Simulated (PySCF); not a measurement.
Several molecules and their computed UV-vis stick spectra, shuffled. Method used: TDDFT PBE0/def2-SVPD, vertical, gas phase, core orbitals frozen in the response in PySCF 2.14.0, density-fitted response routines. Geometries: GFN2-xTB; one conformer of each isolated species. Triplets are in the Tamm–Dancoff approximation. Ions are computed without counter-ions or solvent.

A. `C(C=[N+](C)C)C=C`
B. `C[N+]#CCC(C)C`
C. `C#CCCC#CC`
D. `C[C@@H](S)C(F)(F)F`
E. `C#C[C@@H]1C[C@@H]1C=C`

Lowest singlet levels (six at most, fewer where fewer were computed) with oscillator strengths:

1. 5.74 eV (f 0.001); 6.45 eV (f 0.038); 7.18 eV (f 0.009); 7.62 eV (f 0.006); 7.98 eV (f 0.036); 8.26 eV (f 0.040); T1 5.19 eV
2. 6.22 eV (f 0.011); 6.41 eV (f 0.122); 6.58 eV (f 0.077); 6.76 eV (f 0.000); 6.87 eV (f 0.010); 7.02 eV (f 0.144); T1 4.28 eV
3. 4.24 eV (f 0.033); 6.22 eV (f 0.150); 6.96 eV (f 0.023); 7.21 eV (f 0.142); 7.60 eV (f 0.062); 7.84 eV (f 0.213); T1 3.81 eV
4. 6.59 eV (f 0.000); 6.71 eV (f 0.001); 6.74 eV (f 0.004); 6.76 eV (f 0.006); 6.83 eV (f 0.012); 6.86 eV (f 0.000); T1 5.42 eV
5. 6.72 eV (f 0.000); 6.77 eV (f 0.005); 6.82 eV (f 0.008); 6.95 eV (f 0.006); 6.99 eV (f 0.015); 7.11 eV (f 0.132); T1 6.01 eV

Task: Which spectrum belongs to which structure?

Result: 1 = D, 2 = E, 3 = A, 4 = C, 5 = B.
- A: S1 at 4.24 eV, HOMO→LUMO (99%); Löwdin shares by element: HOMO carbon 83% or more (atoms not listed hold the other 17%); LUMO carbon 46% or more, nitrogen 28%, hydrogen 5% or more (atoms not listed hold the other 20%); HOMO -11.94 and LUMO -6.56 eV.
- B: S1 at 6.72 eV, HOMO-2→LUMO+1 (32%), HOMO→LUMO (27%), HOMO-1→LUMO+1 (26%); Löwdin shares by element: HOMO carbon 58% or more, hydrogen 12% or more (atoms not listed hold the other 30%); LUMO carbon 52% or more, nitrogen 30% (atoms not listed hold the other 17%); HOMO -13.59 and LUMO -5.66 eV.
- C: S1 at 6.59 eV, HOMO-1→LUMO+1 (45%), HOMO→LUMO+2 (17%); Löwdin shares by element: HOMO (one of a set within 0.03 eV) carbon 76% or more (atoms not listed hold the other 24%); LUMO carbon 51% or more (atoms not listed hold the other 49%); HOMO -7.31 and LUMO 0.60 eV.
- D: S1 at 5.74 eV, HOMO→LUMO (92%); Löwdin shares by element: HOMO sulfur 76%, carbon 12% or more, hydrogen 6% or more; LUMO sulfur 53%, carbon 18% or more, hydrogen 11% or more (atoms not listed hold the other 19%); HOMO -7.43 and LUMO 0.04 eV.
- E: S1 at 6.22 eV, HOMO→LUMO+1 (38%), HOMO-1→LUMO+1 (23%), HOMO-1→LUMO (10%); Löwdin shares by element: HOMO carbon 65% or more (atoms not listed hold the other 35%); LUMO carbon 62% or more, hydrogen 11% or more (atoms not listed hold the other 27%); HOMO -7.00 and LUMO 0.21 eV.
B and C have S1 within 0.14 eV of each other; their strongest listed levels stand at 7.11 eV (f 0.132) and 6.83 eV (f 0.012).

Without π bonds the low states may be Rydberg-like; a valence basis with one diffuse set may place them up to an eV too high.
